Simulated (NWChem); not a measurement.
H₄BO₃ cation; SMILES [OH2+]B(O)O

```xyz
8

O      1.3958     0.0257     0.0350
B      0.0865     0.1730    -0.0109
O     -0.6707     1.2465    -0.0240
O     -0.5340    -1.1984    -0.0549
H      1.9373     0.8234     0.1062
H     -1.6310     1.2787     0.0181
H      0.0729    -1.9630    -0.0882
H     -1.4468    -1.4156    -0.3089
```
Atoms are numbered in this order, from 1.

Level: PBE0/def2-SVP (NWChem), optimised geometry, unscaled harmonic frequencies. 

List the harmonic frequencies with IR intensities, and the thermochemistry.


| frequency (cm⁻¹) | IR intensity (km/mol) |
|---|---|
| 136 | 49.9 |
| 359 | 298.2 |
| 374 | 171.9 |
| 387 | 71.8 |
| 437 | 40.1 |
| 542 | 61.5 |
| 614 | 103.5 |
| 710 | 61.4 |
| 768 | 176.0 |
| 876 | 44.9 |
| 956 | 145.7 |
| 1246 | 245.3 |
| 1594 | 242.5 |
| 1714 | 482.0 |
| 3709 | 290.1 |
| 3824 | 389.2 |
| 3878 | 308.7 |
| 3937 | 272.1 |

* **zero-point energy**: 37.2 kcal/mol
* **thermal correction to the enthalpy at 298.15 K (with zero-point energy)**: 41.2 kcal/mol
* **heat capacity Cv**: 18.7 cal/(mol K)
* **entropy at 298.15 K and 1 atm (symmetry number 1)**: 71.2 cal/(mol K)

Rigid rotor and harmonic oscillator.
